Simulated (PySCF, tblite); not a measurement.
Isomers of C4H10S2Si, one GFN2-xTB conformer each. Single-point energies are computed at PBE0/pcSseg-1 (PySCF, gas phase, no added dispersion term), electronic only.

| SMILES | GFN2-xTB relative energy (kJ/mol) |
| --- | --- |
| C=CS[SiH2]SCC | 0.0 |
| CC(=S)CSC[SiH3] | 115.9 |

Conformers: `[CH2:1]=[CH:2][S:3][SiH2:4][S:5][CH2:6][CH3:7]` with C1–C2–S3–Si4 -1°, C2–S3–Si4–S5 177°, S3–Si4–S5–C6 34°, Si4–S5–C6–C7 69°; `[CH3:1][C:2](=[S:3])[CH2:4][S:5][CH2:6][SiH3:7]` with C1–C2–C4–S5 -80°, C2–C4–S5–C6 -76°, C4–S5–C6–Si7 172°.

**Question.** What does PBE0/pcSseg-1 give for the same structures?

**Answer.** 
```tsv
SMILES	PBE0/pcSseg-1 E (Eh)	PBE0/pcSseg-1 (kJ/mol)	GFN2-xTB (kJ/mol)	point group
C=CS[SiH2]SCC	-1243.67576	0.0	0.0	C1
CC(=S)CSC[SiH3]	-1243.63247	113.7	115.9	C1
```

Both levels put the same isomer lowest. As drawn, the lower has a C=C bond outside aromatic rings, which the higher lacks; the higher has an Si–C bond and a C=S bond, which the lower lacks.

**Question.** Which frontier levels, dipoles and rotational constants go with these structures?

**Answer.** 
| SMILES | HOMO (eV, PBE0/pcSseg-1) | LUMO (eV) | dipole (D) | A, B, C (MHz) |
| --- | --- | --- | --- | --- |
| C=CS[SiH2]SCC | -6.75 | -0.21 | 1.40 | 2790, 801.8, 702.2 |
| CC(=S)CSC[SiH3] | -6.34 | -2.14 | 1.43 | 2351, 768.7, 662.1 |

**Question.** What happens when harmonic zero-point energies from GFN2-xTB frequencies are added?

**Answer.** 
| SMILES | ZPE (kJ/mol) | electronic (kJ/mol) | with ZPE (kJ/mol) |
| --- | --- | --- | --- |
| C=CS[SiH2]SCC | 332.8 | 0.0 | 0.0 |
| CC(=S)CSC[SiH3] | 322.4 | 113.7 | 103.2 |

The zero-point energies span 10.4 kJ/mol. The order is unchanged.
